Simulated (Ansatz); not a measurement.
`[F][Ti]([O][SiH3])([O][SiH3])[O][SiH3]` and `[SiH3][O][Ti]([Cl])([O][SiH3])[O][SiH3]` differ in one atom or group.

Ansatz, PBE0-D4/def2-TZVP geometries, multiplicity 1. Each molecule was computed in one conformer, which needn't be the lowest.

Scalar relativity is left out up to krypton.

```json
{"property": "size of the dipole moment (ωB97M-V/def2-TZVPP) / D", "`[F][Ti]([O][SiH3])([O][SiH3])[O][SiH3]`": "1.71"}
{"property": "HOMO energy (PBE0/def2-TZVPP) / eV", "`[F][Ti]([O][SiH3])([O][SiH3])[O][SiH3]`": "-8.87"}
{"property": "HOMO–LUMO gap (PBE0/def2-TZVPP) / eV", "`[F][Ti]([O][SiH3])([O][SiH3])[O][SiH3]`": "7.05"}
{"property": "HOMO energy (PBE/def2-TZVPP) / eV", "`[F][Ti]([O][SiH3])([O][SiH3])[O][SiH3]`": "-7.43"}
{"property": "LUMO energy (B3LYP/def2-TZVPP) / eV", "`[F][Ti]([O][SiH3])([O][SiH3])[O][SiH3]`": "-2.10"}
{"property": "HOMO energy (B3LYP/def2-TZVPP) / eV", "`[F][Ti]([O][SiH3])([O][SiH3])[O][SiH3]`": "-8.65"}
```

(1) Give the same properties after the change, and the shifts. (Best estimate.)

Answers

(1) The calculation gave: 
```tsv
property	`[SiH3][O][Ti]([Cl])([O][SiH3])[O][SiH3]`	shift
size of the dipole moment (ωB97M-V/def2-TZVPP) / D	2.04	0.33
HOMO energy (PBE0/def2-TZVPP) / eV	-8.84	0.03
HOMO–LUMO gap (PBE0/def2-TZVPP) / eV	6.75	-0.30
HOMO energy (PBE/def2-TZVPP) / eV	-7.42	0.01
LUMO energy (B3LYP/def2-TZVPP) / eV	-2.34	-0.24
HOMO energy (B3LYP/def2-TZVPP) / eV	-8.58	0.07
```

Dipoles are sizes alone; their direction can turn.

Positive LUMOs are unbound, so they and the gaps depend on the basis.

B3LYP here is the variant with VWN-RPA as its local correlation; programs differ in this.
